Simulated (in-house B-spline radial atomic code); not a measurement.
**Solving the quasi-particle equation for 3p up of V IX (V8+)**

Configuration [Ne] 3s2 3p3, highest spin, start PBE0, empty levels kept to 1620 hartree. Computed with an all-electron radial atomic-structure program (B-spline basis): all electrons, scalar-relativistic (spin-free one-electron X2C), finite nucleus, each spin shell either full or empty, empty states to l = 9 with an (l + 1/2)⁻⁴ tail; G0W0 by contour deformation at full frequency.

At the mean-field level ε = -195.363 eV the matrix elements are Σx = -46.91 eV, v_xc = -37.978 eV and Σc(ε) = -0.676 eV, and the slope of the correlation self-energy is dΣc/dω = -0.0351. The quasi-particle energy solves E = ε + Σx − v_xc + Σc(E).

(1) What does the linearised equation give?

(2) How does that compare with the full solution and with static screening?

Answers

(1) Z = 1/(1 − dΣc/dω) = 1/1.0351 = 0.9661. The first-order shift is Σx − v_xc + Σc(ε) = -46.91 − (-37.978) + (-0.676) = -9.608 eV, so E ≈ ε + Z × shift = -195.363 + 0.9661 × (-9.608) = -204.645 eV.

(2) Solving the equation at full frequency dependence gives E = -204.637 eV, where Σc = -0.341 eV and the weight is 0.964; the linearised value is off by 9 meV. Leaving Z out would give -204.971 eV. Static COHSEX puts -3.660 eV in place of Σc and gives -207.955 eV, 3.32 eV deeper.
